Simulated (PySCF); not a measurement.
The complex Co(SH)2 (charge 0) contains Co(II), shell d7. The structure is a PBE0-D3(BJ)/def2-TZVP geometry optimised for multiplicity 4; coordination linear, point group C2h, metal–donor distances 2.17 Å.

```
5

Co    0.000    0.000    0.000
S     0.000    0.000    2.171
H     1.345    0.000    2.255
S     0.000    0.000   -2.171
H    -1.345    0.000   -2.255
```

Method (PySCF 2.14, density fitting): CASSCF(7,5) with orbitals averaged over all microstates of the shell, strongly contracted NEVPT2 on the averaged canonical orbitals; basis x2c-TZVPall on the metal, x2c-SVPall elsewhere; spin-free X2C; gas phase; spin-orbit coupling by state interaction with the mean-field operator over all roots.

(1) Which term lies lowest, and with what spin?

(2) List the excited states of the same spin.

(3) Which is the lowest state of another spin?

(4) What ligand-field parameters describe the result?

(5) What are the magnetic parameters?

No frequencies were computed for the optimised geometry. 4Bg (89 cm⁻¹) lies within 300 cm⁻¹ of 4Ag at NEVPT2 level, inside the method's error: their order is undecided, and g values and low-temperature moments can hang on it. NEVPT2 lifts 4Ag from 2565 to 4041 cm⁻¹; on the d shell alone such lifts tend to overshoot. Gaps between spin states lean to high spin in this active space.

The job took 5.2 s on one thread of Arm Neoverse V1 (shared host), with 94 basis functions, launched as `OMP_NUM_THREADS=1 python lf_run.py task.json out`.

Answers

(1) 4Ag (S = 3/2, orbital degeneracy 1), orbital occupations from the lowest 1.8 1.1 1.9 1.1 1.1, by NEVPT2, but only 89 cm⁻¹ below 4Bg, which doesn't decide their order.

(2) By NEVPT2, the lowest six: 4Bg at 89 cm⁻¹; 4Bg at 1881 cm⁻¹; 4Ag at 2017 cm⁻¹; 4Bg at 3477 cm⁻¹; 4Ag at 4041 cm⁻¹; 4Bg at 4808 cm⁻¹. All are electric-dipole forbidden at this geometry.

(3) 2Ag at 16032 cm⁻¹ by NEVPT2; CASSCF alone puts it at 17969 cm⁻¹ above the same ground state.

(4) At CASSCF level (the NEVPT2 levels don't fit a ligand-field model well): orbital energies 0, 89, 1154, 4143, 4595 cm⁻¹; B = 1160 cm⁻¹; C = 4357 cm⁻¹; B over its free-ion value at the same level 0.928; rms of the fit 220 cm⁻¹; ζ = 504 cm⁻¹ (free ion 526).

(5) Degenerate or low-lying orbital states mix with the ground state, so no spin-only Hamiltonian applies. The lowest spin-orbit level is 2-fold, effective g = 0.05, 0.07, 11.08; the next lies at 359.6 cm⁻¹. μeff is 6.00 μB at 300 K and 5.57 μB at 10 K; the spin-only value is 3.88 μB.
